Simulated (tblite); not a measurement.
Problem. Give a GFN2-xTB geometry of `FC(F)[C@@]1(F)[CH]O1` [radical]. (Doublet state.)

Solution. 
```xyz
9
C3H2F3O angstrom
F      1.6939    0.4900   -0.9839
C      1.1045    0.1972    0.1945
F      1.5063   -1.0369    0.5412
C     -0.4103    0.2322    0.0400
F     -0.8618    1.5129   -0.0088
C     -1.1968   -0.8428   -0.5052
O     -1.1862   -0.6079    0.8422
H      1.4558    0.9189    0.9492
H     -2.0917   -0.8575   -1.0943
```

Orientation and origin are arbitrary. Atoms count from 1 in this order. O7 (oxygen bonded to 2 C) is bent (angle 62.7°). The 2 C–C bonds span 1.439 Å (C4–C6, drawn single) to 1.523 Å (C2–C4, drawn single), a spread of 0.084 Å. C6 (carbon bonded to C, O and H) is pyramidal (angles 132.4°, 123.4° and 59.6°, sum 315.5°, 0.43 Å off the plane of its three neighbours). The 2 C–O bonds span 1.368 Å (C6–O7, drawn single) to 1.397 Å (C4–O7, drawn single), a spread of 0.029 Å.

Bonds between heavy atoms (Å): F1–C2 1.350, C2–F3 1.343, C2–C4 1.523, C4–F5 1.359, C4–C6 1.439, C6–O7 1.368, C4–O7 1.397.

Computed geometry: GFN2-xTB, gas phase. This method treats the open shell by occupation alone, without spin polarisation.

Point group: C1 (no symmetry element, even within 0.4 Å). Its GFN2-xTB frequencies are all real (lowest 37 cm⁻¹). Torsions: F1–C2–C4–F5 -76°. 2 starts were optimised and ended at 0.00 and 0.82 kcal/mol (GFN2-xTB); the lowest of these is shown.

Time: 0.14 s. Hardware: an Arm Neoverse V2 with one thread, shared host with 32 logical CPUs at a one-minute load of 12. That covers the optimisation of the geometry.

One conformer stands for the species.
